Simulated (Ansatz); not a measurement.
Reaction (isomerisation): `O[SiH]1CCO1` → `CO[Si]OC`

Program: Ansatz. Geometries: PBE0-D4/def2-TZVP. ΔE: electronic, gas phase. CCSD(T)/CBS is the MP2 limit (def2-TZVPP, def2-QZVPP) plus CCSD(T) − MP2 in def2-TZVPP, frozen cores. DFT in def2-TZVPP. B3LYP here is the variant with VWN-RPA as its local correlation; programs differ in this. One conformer a species, not always the lowest.

CCSD(T)/CBS gives +117.5 kJ/mol.

Task: Another level gave +122.3 kJ/mol. Which?
A. CCSD(T)/def2-TZVPP
B. r2SCAN-D4/def2-TZVPP
C. HF/def2-TZVPP
D. B3LYP/def2-TZVPP

Result: B. r2SCAN-D4 122.3, B3LYP 90.3, HF/def2-TZVPP 104.9, CCSD(T)/def2-TZVPP 113.6 kJ/mol.

Largest T1 diagnostic among the species: 0.014.

From PBE to PBE0 (25 % exact exchange), in def2-TZVPP and without D4, ΔE moves by +15.7 kJ/mol. In def2-TZVPP, CCSD(T) changes the Hartree–Fock value by +8.7 kJ/mol (the triples alone add +0.4 kJ/mol) and MP2 by +25.1 kJ/mol.
